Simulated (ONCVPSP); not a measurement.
boron: ONCV pseudisation with PBE, scalar-relativistic reference atom.

```
Element                 : B
Generator               : ONCVPSP 4.0.1
Type                    : optimised norm-conserving Vanderbilt (ONCV)
Functional              : PBE
Relativity              : scalar-relativistic
Frozen core             : [He]
Valence charge          : 3
Reference configuration : 2s2 2p1
Partial waves           : 2s: rc 1.16 bohr, ncon 3, nbas 7, qcut 5.5 1/bohr, 1 projector; 2p: rc 2.82 bohr, ncon 4, nbas 9, qcut 4.4 1/bohr, 2 projectors, debl 3.1 Ha
Local potential         : polynomial inside 0.92 bohr (lpopt 4, dvloc0 0 Ha)
Core correction         : none
```

* Cutoffs needed: 12 Ha and 17 Ha (the cutoffs (Ha) at which the residual kinetic energy of the hardest occupied pseudo-wave falls to 1 and 0.1 mHa per electron)
* Ghost test: no bound ghost flagged; no localised positive-energy state flagged
* Largest excitation error: +267 meV (all-electron minus pseudo) for 2s1 2p0, out of 4 test configurations
